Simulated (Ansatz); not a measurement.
```yaml
crystal:
  periodic: [false, false, false]
  atoms:
    - {symbol: C, position_ang: [-1.275771, 1.781272, -0.282127]}
    - {symbol: B, position_ang: [-1.054541, 0.392094, -0.842686]}
    - {symbol: Sn, position_ang: [1.008470, -0.641067, -0.710793]}
    - {symbol: Al, position_ang: [1.357129, -1.990639, 1.614752]}
    - {symbol: H, position_ang: [-0.464973, 2.444434, -0.041270]}
    - {symbol: H, position_ang: [-1.846016, 1.678700, 0.673133]}
    - {symbol: H, position_ang: [-2.013096, 2.330528, -0.902044]}
    - {symbol: H, position_ang: [-1.902764, -0.299993, -1.171410]}
    - {symbol: H, position_ang: [2.263509, 0.600356, -0.814007]}
    - {symbol: H, position_ang: [1.279789, -1.673895, -2.005606]}
    - {symbol: H, position_ang: [1.122930, -3.494771, 1.684463]}
    - {symbol: H, position_ang: [1.631740, -1.171866, 2.910191]}
basis:
  gaussian: {orbitals: def2-TZVPD}
total_charge: -1
magnetization: {spin_polarized: true, initial_magnetization: 1}
hamiltonian: {xc: {name: LC-wPBE}}
accuracy: high
```

```sh
$ ansatz run in.yaml --threads 4 --pin off --events-out ev --progress --plain --max-ram 10444MiB
```

It prints (some lines left out):

```
Functional definition: LC-wPBE
4335 factors; integrals over basis functions are off by at most 3.9e-9 eV
1215 factors; integrals over basis functions are off by at most 1.6e-9 eV
mean field evaluation 1: about -14267.6685 eV, gradient 1.8e1 eV
mean field evaluation 2: about -14268.9754 eV, gradient 1.1e1 eV
mean field evaluation 4: about -14269.6592 eV, gradient 1.1e0 eV
mean field evaluation 8: about -14269.6969 eV, gradient 3.2e-1 eV
mean field evaluation 16: about -14269.7405 eV, gradient 8.7e-2 eV
mean field evaluation 32: about -14269.7415 eV, gradient 5.0e-5 eV
mean field -14269.74154580 eV, -524.4033294299 hartree, gradient 7.4e-8 eV, S^2 0.775278; 2 other end points of the search recorded, 0 dependent functions left out
reference -14269.74154580 eV, -524.4033294299 hartree; 28, 27 occupied and 217, 218 virtual orbitals, 4335 factors
Total energy: -14269.74154580 eV, -524.4033294299 hartree
```

Run time 46 s (4 threads of an Arm Neoverse V1 on a shared host); peak host memory 2.4 GiB.
